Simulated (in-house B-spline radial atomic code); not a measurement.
**How G0W0 and RPA depend on the start: Zn+**

Configuration [Ar] 3d10 4s1, highest spin. Computed with an all-electron radial atomic-structure program (B-spline basis): all electrons, non-relativistic, point nucleus, each spin shell either full or empty, empty states to l = 9 with an (l + 1/2)⁻⁴ tail; G0W0 by contour deformation at full frequency.

| start | mean-field 4s up (eV) | G0W0 (eV) | QP weight | RPA correlation (Eh) |
| --- | --- | --- | --- | --- |
| Hartree-Fock | -16.672 | -17.766 | 0.971 | -1.9789 |
| LDA VWN5 | -14.493 | -18.435 | 0.927 | -2.2237 |
| PBE | -14.226 | -18.381 | 0.922 | -2.218 |
| PBE0 | -14.972 | -18.227 | 0.944 | -2.1482 |
| r2SCAN | -14.569 | -18.346 | 0.941 | -2.1762 |
| HSE06 | -14.667 | -18.252 | 0.938 | -2.1552 |
| B3LYP (VWN-RPA) | -14.973 | -18.301 | 0.942 | -2.165 |
| SCAN | -14.660 | ? | ? | ? |
| TPSS | -14.158 | -18.371 | 0.923 | -2.206 |
| BHandHLYP | -15.714 | ? | ? | ? |
| CAM-B3LYP | -16.403 | -18.272 | 0.959 | -2.1353 |
| LC-wPBE | -17.576 | -18.282 | 0.966 | -2.1311 |
| wB97X | -17.024 | -18.209 | 0.965 | -2.12 |
| PBEsol | -14.261 | -18.399 | 0.924 | -2.2197 |
| BLYP | -14.226 | -18.420 | 0.923 | -2.2219 |
| r2SCAN0 | -15.265 | -18.195 | 0.952 | -2.1214 |
| LDA exchange-only | -13.649 | -18.455 | 0.916 | -2.2254 |

(1) What G0W0 level, weight and RPA correlation energy follow from the SCAN start?

(2) What G0W0 level, weight and RPA correlation energy follow from the BHandHLYP start?

(3) How much of the dependence on the start does G0W0 remove?

Results:

(1) G0W0 level -18.363 eV, weight 0.941, RPA correlation -2.1767 hartree.

(2) G0W0 level -18.097 eV, weight 0.957, RPA correlation -2.0889 hartree.

(3) The mean-field levels span 3.93 eV and the G0W0 levels 0.689 eV. Against 17.964 eV (NIST, measured) the G0W0 removal energies are off by -0.20 to +0.49 eV, with relativity, Breit and QED terms left out.
